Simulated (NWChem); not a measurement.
System: CHAlClNO₂; SMILES O=C=[N][Al]([OH])[Cl]

The following NWChem deck was run.

```
start job
memory heap 200 mb stack 900 mb global 1100 mb
geometry units angstroms noautosym nocenter noautoz
  Al    -0.407739     0.625174    -0.000101
  Cl     1.207865     1.934541     0.000973
  N     -0.121303    -1.115701     0.000373
  C      0.139482    -2.288610     0.000150
  O      0.383407    -3.429527    -0.000066
  O     -1.956182     1.286605    -0.001410
  H     -2.788171     0.811796    -0.001987
end
basis spherical
  * library def2-tzvp
end
dft
  xc pbe0
  iterations 150
  semidirect filesize 400000000
end
property
  efieldgrad
end
task dft property
```

All runs use the structure optimised with PBE0/def2-SVP.

Vzz is the largest principal value of the second derivative of the potential at the nucleus (NWChem prints the opposite sign); η is the asymmetry. Non-relativistic.

Atoms are numbered as in the input.

Predict the main results of this run. (PBE0/def2-TZVP.) Quantities: Vzz Al1 (a.u.); η Al1; Vzz Cl2 (a.u.); η Cl2; Vzz N3 (a.u.); η N3; Vzz O5 (a.u.); η O5.


```yaml
Vzz Al1 (a.u.): 0.964
"η Al1": 0.31
Vzz Cl2 (a.u.): 1.478
"η Cl2": 0.32
Vzz N3 (a.u.): 0.316
"η N3": 0.22
Vzz O5 (a.u.): 0.626
"η O5": 0.15
```
